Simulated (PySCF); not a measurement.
SMILES CC(C)(C)C[SiH2]N (GFN2-xTB optimised geometry):

```
22

C      2.357    -1.153     0.000
C      0.823    -1.153     0.000
C      0.330    -1.891     1.244
C      0.334    -1.881    -1.252
C      0.329     0.297     0.000
Si    -1.538     0.588     0.214
N     -1.803     2.160    -0.446
H      2.741    -0.614    -0.865
H      2.742    -2.171    -0.034
H      2.742    -0.674     0.899
H      0.766    -2.887     1.295
H     -0.753    -1.991     1.226
H      0.609    -1.349     2.146
H      0.717    -2.900    -1.273
H      0.676    -1.370    -2.149
H     -0.751    -1.923    -1.274
H      0.649     0.768    -0.932
H      0.848     0.831     0.802
H     -2.408    -0.281    -0.581
H     -1.903     0.445     1.637
H     -2.742     2.522    -0.452
H     -1.160     2.900    -0.213
```

Method: B3LYP/def2-SVP run with PySCF 2.14.0.

Question: What are the frontier orbital energies and the dipole moment?

Answer: HOMO-2 -8.64 eV, HOMO-1 -7.91 eV, HOMO -6.69 eV, LUMO 0.90 eV, LUMO+1 1.37 eV; dipole moment 1.02 D.

On the same geometry PBE/def2-SVP (PySCF 2.14.0) gives HOMO-2 -7.47 eV, HOMO-1 -6.83 eV, HOMO -5.47 eV, LUMO 0.26 eV, LUMO+1 0.83 eV; dipole moment 1.05 D.

Meta-Löwdin charges at B3LYP/def2-SVP: C1 -0.28, C2 0.09, C3 -0.28, C4 -0.29, C5 -0.41, Si6 0.76, N7 -0.68, H8 0.09, H9 0.09, H10 0.09, H11 0.09, H12 0.09, H13 0.09, H14 0.09, H15 0.09, H16 0.09, H17 0.09, H18 0.09, H19 -0.13, H20 -0.16, H21 0.21, H22 0.21.
